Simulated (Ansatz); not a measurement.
Frontier orbitals of `[TeH][SiH]1CC1`.

Z-matrix (Å, degrees):
```
Si
C 1 1.850
C 1 1.851 2 49.2
Te 1 2.469 2 120.4 3 100.4
H 1 1.479 2 118.3 3 -103.8
H 2 1.086 1 118.4 3 108.1
H 2 1.084 1 118.8 3 -107.9
H 3 1.085 1 118.4 2 -108.1
H 3 1.085 1 119.4 2 107.6
H 4 1.659 1 92.8 2 82.6
```

Charge 0, multiplicity 1. Correlated methods include outer-core shells of Te, which these sets cover unevenly. Te takes the def2 core potential. All single points use the PBE0-D4/def2-TZVP geometry. Basis def2-TZVPP, Ansatz.

Orbital energies of one run (eV). Highest occupied ones, from the top: -5.31, -5.84, -7.01, -7.62, -8.74, -8.91, -10.17, -11.26, -12.14, -14.46, -15.85, -19.15, -40.38, -40.41. Empty: -1.42, -0.91, -0.35, 0.54, 0.75, 1.52.

Q: Which functional gave them?
A. BLYP
B. ωB97X-V
C. B3LYP
D. r2SCAN

A: A. HOMO energies: BLYP -5.31, r2SCAN -5.71, ωB97X-V -8.72, B3LYP -6.30 eV.

B3LYP here is the variant with VWN-RPA as its local correlation; programs differ in this.
